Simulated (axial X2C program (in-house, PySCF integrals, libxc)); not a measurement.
**Worked dissociation energy of LiSc: CCSD(T), scalar-relativistic**

Computed with an in-house all-electron X2C program for linear molecules (integrals from PySCF). Spin-free means the one-electron spin-free X2C Hamiltonian. Basis: Sc dyall-cv3z [10s11p7d5f2g], Li dyall-cv3z [7s8p2d] (cores contracted in-house); Gaussian nuclei, density fitting, unrestricted open shells. Masses: Sc 44.956 u, Li 7.016 u.

Molecular state: M_S = 1, Λ = 1 (beyond evenly filled blocks: σα, π+α).

Correlated methods: 12 electrons correlated (number of frozen shells: Sc 2 s, 1 p; Li 1 s), 276 virtual spin orbitals or spinors in MP2, 90 natural virtuals in coupled cluster.

```
E(Sc) (2M_S = 1, M_L = 0) : -763.649230 hartree
E(Li) (2M_S = 1, M_L = 0) : -7.433417 hartree
E(LiSc) at Re             : -771.093782 hartree
ωe                        : 214.2 cm⁻¹
ωexe                      : 4.14 cm⁻¹
```

Task: Work out De and D0.

Result: De = -763.649230 + (-7.433417) − (-771.093782) = 0.01114 hartree = 0.303 eV. The zero-point energy is ωe/2 − ωexe/4 = 106 cm⁻¹ = 0.013 eV, so D0 = 0.290 eV.

The state is a single determinant with fixed occupations, the lowest that a limited PBE0 search found. De is counted from the lowest determinant-based energies of the atoms at the same level, without counterpoise correction. CCSD and (T) use frozen natural virtuals with an MP2 correction for the truncation; (T) itself is uncorrected, so its De runs slightly low. PBE0 can misorder states that lie within some tenths of an eV, so this need not be the ground state of the molecule. The nearest other spin-free determinant of the search, M_S = 1, Λ = 2, lies 0.005 eV up at the distance of the search. The determinant is spin-polarised beyond a pure state at some levels (its spin-free form has ⟨S²⟩ too high), which makes Re and μ there less reliable. With spin–orbit coupling the lowest determinant has another configuration, so this spin-free state is a model.

Each atomic determinant is the lowest at this level and need not be a pure term. Totals compare only within one Hamiltonian and basis.
